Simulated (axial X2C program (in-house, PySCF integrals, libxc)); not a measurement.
**Ionising MgI**

Calculated with an in-house all-electron X2C program for linear molecules (integrals from PySCF), spin-free (one-electron X2C) or two-component (2c: spin–orbit coupling with atomic mean-field Coulomb and Gaunt terms, which also bring small scalar terms), in Dyall basis sets with cores contracted in-house; open shells are unrestricted.

Basis sets: I dyall-cv3z, Mg dyall-cv3z. Frozen shells (counts by l): MgI I 4s3p2d, Mg 2s1p, 9 electrons correlated; MgI⁺ I 4s3p2d, Mg 2s1p, 8 electrons correlated. Coupled cluster in natural virtuals with an MP2 remainder. Where the outer core of a metal is frozen, bonds come out longer and ionisation energies lower.

```
Hamiltonian    level         MgI state  Re (Å)  ωe (cm⁻¹)  De (eV)
  spin-free       HF  M_S = 1/2, Λ = 0   2.601      314.9     1.96
  spin-free     PBE0  M_S = 1/2, Λ = 0   2.586      309.7     2.33
  spin-free      MP2  M_S = 1/2, Λ = 0   2.591      319.2     2.39
  spin-free     CCSD  M_S = 1/2, Λ = 0   2.592      317.4     2.06
  spin-free  CCSD(T)  M_S = 1/2, Λ = 0   2.593      316.6     2.14
         2c       HF           Ω = 1/2   2.604      313.0     1.66
         2c     PBE0           Ω = 1/2   2.591      306.7     2.07
         2c      MP2           Ω = 1/2   2.594      317.4     2.11
         2c     CCSD           Ω = 1/2   2.595      315.3     1.77
         2c  CCSD(T)           Ω = 1/2   2.596      314.5     1.86
```

Adiabatic ionisation energy (minimum to minimum, no zero-point term) and constants of MgI⁺:

```csv
Hamiltonian,level,MgI⁺ state,IE (eV),Re (Å),ωe (cm⁻¹),De (eV),fragments
spin-free,HF,"M_S = 0, Λ = 0",7.31,2.462,393.0,1.27,I + Mg+
spin-free,PBE0,"M_S = 0, Λ = 0",7.51,2.455,382.9,2.38,I + Mg+
spin-free,MP2,"M_S = 0, Λ = 0",7.31,2.467,389.9,2.34,I + Mg+
spin-free,CCSD,"M_S = 0, Λ = 0",7.34,2.469,384.4,2.26,I + Mg+
spin-free,CCSD(T),"M_S = 0, Λ = 0",7.33,2.472,382.5,2.35,I + Mg+
2c,HF,Ω = 0,7.28,2.468,386.7,0.99,I + Mg+
2c,PBE0,Ω = 0,7.48,2.464,373.2,2.14,I + Mg+
2c,MP2,Ω = 0,7.29,2.473,383.8,2.09,I + Mg+
2c,CCSD,Ω = 0,7.32,2.475,377.4,1.99,I + Mg+
2c,CCSD(T),Ω = 0,7.31,2.478,375.4,2.09,I + Mg+
```

Add the zero-point terms to the ionisation energy at CCSD(T), 2c, and say whether the electron removed was bonding.

IE0 = IE + (ωe⁺ − ωe)/2 = 7.31 + (0.004) = 7.31 eV. Re changes by -0.118 Å, so the bond shortens, as on loss of an antibonding or a polarising non-bonding electron.

Close the cycle De(MgI⁺) + IE(MgI) = De(MgI) + IE(Mg) to find the atomic ionisation energy at CCSD(T), 2c.

IE(Mg) = 2.09 + 7.31 − 1.86 = 7.54 eV, for the determinants used.

Each entry is the lowest single determinant of a limited PBE0 search at one distance. De goes to single-determinant-based atoms at the same level (for ions the charge split of lowest energy) and is withheld (n/a) where an atom does not fit its ground term or J level. Main or longest-lived isotopes. The functionals have no current term, which raises determinants with orbital currents.
